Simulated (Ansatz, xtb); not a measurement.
# Relative energy of two structures of GaGeH3N

Structure I is a doublet given by its coordinates and structure II is `[NH2][Ga][GeH]`, a doublet. Both are isolated molecules in the gas phase, relaxed with B3LYP/6-31G*; the shapes shown needn't be the lowest conformers.

I (Å):

```xyz
6

Ga   -0.4054    2.1029   -1.4694
Ge   -0.5670    2.6541    1.4592
N    -1.2882    1.1555    0.2324
H    -0.9259    0.2340    0.4738
H    -2.3053    1.0924    0.2359
H     0.0818    3.3018    0.0159
```

Close contacts (Å): Ga1–Ge2 2.98, Ga1–N3 2.14, Ge2–N3 2.07, Ga1–H6 1.97, Ge2–H6 1.71, N3–H4 1.02, N3–H5 1.02.

II (Å):

```tsv
atom	x (Å)	y (Å)	z (Å)
Ga	-1.1910	1.9667	0.1755
Ge	-1.8028	4.1966	-0.6093
N	-0.9556	0.2881	0.9108
H	-0.2613	0.1308	1.6346
H	-1.0874	-0.5477	0.3497
H	-0.4124	4.0510	-1.4285
```

Energies in hartree; the thermal terms are from B3LYP/6-31G* harmonic frequencies (ideal gas, rigid rotor, one conformer each, 298.15 K, 1 atm) and include the zero-point energy:

|  | I | II |
| --- | --- | --- |
| E, CCSD(T)/def2-SVP | −4054.869150 | −4054.857709 |
| E, MP2/def2-SVP | −4054.835901 | −4054.828642 |
| E, MP2/def2-TZVPP | −4055.491383 | −4055.486243 |
| zero-point energy | 0.032442 | 0.030195 |
| H(298 K) − E | 0.038560 | 0.037575 |
| G(298 K) − E | 0.001571 | −0.001777 |

Question: Correct the CCSD(T) difference for the basis set by the MP2 change, then work out ΔE, ΔE₀, ΔH and ΔG for I → II in kJ/mol (1 Eh = 2625.50 kJ/mol) and the equilibrium ratio [II]/[I].

Answer: 1. Differences II − I: CCSD(T) +0.011441, MP2 in the small set +0.007259, MP2 in the large set +0.005140 Eh.
2. ΔE = +0.011441 + (+0.005140 − (+0.007259)) = +0.009322 Eh = +24.47 kJ/mol.
3. ΔE₀ = ΔE + ΔZPE = +0.009322 + (−0.002247) Eh = +18.58 kJ/mol.
4. ΔH = ΔE + (−0.000985) Eh = +21.89 kJ/mol.
5. ΔG = ΔE + (−0.003348) Eh = +15.68 kJ/mol, so ΔS = (ΔH − ΔG)/T = +20.8 J/(mol K).
6. kT = 0.9442 mEh, so K = [II]/[I] = exp(−ΔG/kT) = exp(−6.33) ≈ 0.0018.

Structure I is favoured at this temperature. An error of 4 kJ/mol in ΔG would change K by a factor of 5. Mirror images and further conformers aren't counted.

Other levels gave ΔE = +44.9 (B3LYP/6-31G*); +31.3 (HF/def2-SVP); +19.1 (MP2/def2-SVP); +30.0 (CCSD(T)/def2-SVP) kJ/mol. Open shells are spin-unrestricted. The correlated steps freeze 19 core orbitals; the filled d shell of Ga and Ge is correlated, in a basis made for valence electrons. Programs: Ansatz 0.2.0.
